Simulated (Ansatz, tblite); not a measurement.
Species of one formula, C2H8GeO2 (singlet), each relaxed with PBE-D4/def2-SVP in Ansatz.

The xTB rows come from tblite. B3LYP takes the VWN-RPA correlation. Correlated methods freeze 13 core orbitals; core or outer-core shells of Ge are correlated, in sets that lack core-valence functions.

Other spin states weren't relaxed.

A:

```tsv
atom	x (Å)	y (Å)	z (Å)
C1	-1.7512	1.2097	-0.1549
C2	1.7125	-0.6044	1.1203
Ge3	0.0438	-0.6876	-1.0955
O4	-1.4654	-0.1736	-0.2634
O5	1.4818	-0.1060	-0.1855
H6	-1.7486	1.7304	-1.1429
H7	-1.0316	1.7442	0.5080
H8	-2.7662	1.3223	0.2813
H9	1.7494	-1.7201	1.1568
H10	0.9371	-0.2703	1.8486
H11	2.6958	-0.2242	1.4693
H12	0.1818	0.0131	-2.4691
H13	-0.0392	-2.2335	-1.0731
```

B:

```xyz
13

C    -0.182   -0.915   -1.541
C    -1.025    0.149    1.474
Ge    0.273    0.173    0.016
O     0.429    1.927   -0.390
O     1.891   -0.457    0.519
H     1.054    2.048   -1.128
H     2.209    0.025    1.305
H     0.646   -0.899   -2.276
H    -1.102   -0.533   -2.023
H    -0.349   -1.964   -1.228
H    -2.025    0.430    1.091
H    -0.735    0.877    2.257
H    -1.083   -0.861    1.923
```

Question: Estimate their order by electronic energy at ωB97M-V/def2-TZVP, counted from the lowest.

Answer: B (0.0) < A (44.6), in kcal/mol.

Question: Do the other levels pick the same lowest one?

Answer: All that were run do. Energies above each level's lowest (kcal/mol):

| level | A | B |
| --- | --- | --- |
| GFN1-xTB | 10.3 | 0.0 |
| GFN2-xTB | 15.1 | 0.0 |
| HF/STO-3G | 20.1 | 0.0 |
| HF/def2-SVP | 35.0 | 0.0 |
| HF/def2-TZVP | 38.8 | 0.0 |
| PBE-D4/def2-SVP | 37.1 | 0.0 |
| PBE-D4/def2-TZVP | 43.4 | 0.0 |
| r2SCAN-D4/def2-TZVP | 44.8 | 0.0 |
| B3LYP-D4/def2-TZVP | 41.7 | 0.0 |
| PBE0-D4/def2-SVP | 39.3 | 0.0 |
| PBE0-D4/def2-TZVP | 44.5 | 0.0 |
| ωB97X-V/def2-TZVP | 42.5 | 0.0 |
| ωB97M-V/def2-TZVP | 44.6 | 0.0 |
| MP2/def2-SVP | 41.9 | 0.0 |
| MP2/def2-TZVP | 48.8 | 0.0 |
| CCSD/def2-SVP | 37.8 | 0.0 |
| CCSD(T)/def2-SVP | 37.6 | 0.0 |
Point groups (tolerance 0.1 Å): A C2, B C2. From def2-SVP to def2-TZVP the PBE0 values move by up to 5.2 kcal/mol, so results in the small set are rough.
